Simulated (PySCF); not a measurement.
Working out the ionisation energy of C⁺

C⁺ [He] 2s2 2p1 (2P) → C²⁺ [He] 2s2 (1S). All numbers are calculated (PySCF 2.14, the spin-free X2C one-electron Hamiltonian (Gaussian nucleus), in aug-cc-pVTZ-DK (5s4p3d2f, 46 functions)). Frozen: 1s2. Energies in hartree (1 hartree = 27.21139 eV):

```
            part  C⁺ (lower)  C²⁺ (upper)
             UHF  -37.310068   -36.422722
CCSD correlation   -0.074676    -0.072877
             (T)   -0.001157     0.000000
```

Problem. What does Hartree-Fock give?

Solution. (-36.422722) − (-37.310068) = 0.887346 hartree = 24.146 eV.

Problem. What do CCSD and CCSD(T) give?

Solution. The CCSD correlation energies differ by 0.001799 hartree = 0.049 eV and the triples by 0.001157 hartree = 0.031 eV, so CCSD gives 24.195 eV and CCSD(T) 24.226 eV.

Measured between the centres of the two terms (NIST): 24.378 eV, so CCSD(T) (valence) is off by -0.152 eV.

The coupled-cluster amplitudes are large, so a single reference is strained.

What remains against the reference includes basis incompleteness, the frozen core and higher excitations.
